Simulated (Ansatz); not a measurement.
An input meant for the cluster TeAu2²⁺ (charge 2, singlet).

```yaml
crystal:
  periodic: [false, false, false]
  atoms:
    - {symbol: h, position_ang: [-1.820273, 0.053882, 0.580081]}
    - {symbol: Au, position_ang: [1.782970, -0.503734, 0.469110]}
    - {symbol: Te, position_ang: [0.037303, 0.449842, -1.049201]}
basis:
  gaussian: {orbitals: def2-TZVP, nuclear_model: gaussian}
total_charge: 2
hamiltonian: {xc: {name: r2SCAN0}, dispersion: d4}
scf: {omitted_lower_state_checks: [starts]}
output: {forces: true}
```

```sh
$ ansatz run in.yaml --threads 4 --pin off --events-out ev --progress --plain --max-ram 3916MiB
```

It prints (some lines left out):

```
Error: YAML parse error: error: line 4 column 16: `h` is not an element symbol (H … Og, case-exact)
 --> <input>:4:16
2 |   periodic: [false, false, false]
3 |   atoms:
4 |     - {symbol: h, position_ang: [-1.820273, 0.053882, 0.580081]}
5 |     - {symbol: Au, position_ang: [1.782970, -0.503734, 0.469110]}
6 |     - {symbol: Te, position_ang: [0.037303, 0.449842, -1.049201]}
```

In this input an element symbol is wrong. The input was rejected before any iteration.
